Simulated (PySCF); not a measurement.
Two species compared at the same levels of theory.

First species: C₅H₁₂OSi₂.
InChI=1S/C5H12OSi2/c1-5(2)6-8-4-3-7/h5H,8H2,1-2,7H3

Second species: C3H11FOSi3.
InChI=1S/C3H11FOSi3/c1-7-3(4)2-8-5-6/h2H,7-8H2,1,6H3/b3-2-

Levels: PBE0/pcSseg-1 for dipole moment, HOMO energy, LUMO energy and HOMO–LUMO gap; GFN2-xTB for rotational constant A and rotational constant C. Geometries: GFN2-xTB. All species are isolated and taken at one optimised geometry, non-relativistic unless stated; the electronic structure was computed with PySCF and density fitting.

The conformers computed, where there is a choice (atom-mapped SMILES and torsion angles):
- `[CH3:1][CH:2]([CH3:3])[O:4][SiH2:5][C:6]#[C:7][SiH3:8]`: C1–C2–O4–Si5 -73°, C2–O4–Si5–C6 63°
- `[CH3:1][SiH2:2]/[C:3]([F:4])=[CH:5]\[SiH2:6][O:7][SiH3:8]`: C1–Si2–C3–F4 -81°, C3–C5–Si6–O7 -47°, C5–Si6–O7–Si8 -171°

**Question.** Which has the higher HOMO energy?

**Answer.** The second: -7.68 eV against -8.07 eV, a difference of 0.39 eV.

**Question.** Which of the two has the higher rotational constant A, and by how much?

**Answer.** The first: 2.618 GHz against 1.494 GHz, a difference of 1.124 GHz.

**Question.** Which of the two has the higher HOMO–LUMO gap, and by how much?

**Answer.** The first: 7.32 eV against 6.82 eV, a difference of 0.50 eV.

**Question.** Which of the two has the higher LUMO energy, and by how much?

**Answer.** The first: -0.75 eV against -0.86 eV, a difference of 0.11 eV.

**Question.** Which has the higher rotational constant C?

**Answer.** The second: 0.544 GHz against 0.472 GHz, a difference of 0.072 GHz.

**Question.** Which of the two has the higher dipole moment, and by how much?

**Answer.** The second: 1.71 D against 1.30 D, a difference of 0.41 D.

On the first: The dipole matches unit charges of opposite sign 0.27 Å apart (1 e·Å = 4.8032 D). A dipole of 1.30 D is allowed in C1, and pure rotational transitions are dipole-allowed.

On the second: The dipole equals about 5.7 × 10⁻³⁰ C·m (1 D = 3.33564 × 10⁻³⁰ C·m). A dipole of 1.71 D is allowed in C1, and pure rotational transitions are dipole-allowed. GFN2-xTB frequencies show an imaginary mode (51i cm⁻¹), so this geometry is no minimum at that level.
